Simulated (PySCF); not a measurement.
CH5S, SMILES [SH2+]C, charge +1.

Geometry: B3LYP-D3(BJ)/def2-TZVP. The isomer is the one that the SMILES or the coordinates give; other isomers of the formula were not compared.

Two levels are set side by side: TDDFT-PBE/def2-TZVPD (PySCF) and TDDFT-PBE0/def2-TZVPD (PySCF). Vertical, same geometry. The lowest singlet is HOMO→LUMO 93 % with PBE and HOMO→LUMO 95 % with the other functional; states are paired by order. Differences are taken from unrounded values.

| quantity | TDDFT-PBE0 |
|---|---|
| lowest singlet excitation (eV) | 8.43 |
| lowest triplet excitation (TDA) (eV) | 7.10 |

Task: What does TDDFT-PBE give, and how far is it from TDDFT-PBE0? (Estimate from the structure and the level; the computed values follow.)

Result: 
```tsv
quantity	TDDFT-PBE	TDDFT-PBE minus TDDFT-PBE0
lowest singlet excitation (eV)	8.02	-0.41
lowest triplet excitation (TDA) (eV)	6.92	-0.18
```

A lower first singlet is the usual sign of a functional without exact exchange. Differences between two approximate levels are no errors against the true value.

Rough cost on one machine, each run with all the roots and properties that it gave: TDDFT-PBE0 against TDDFT-PBE about 3 times.
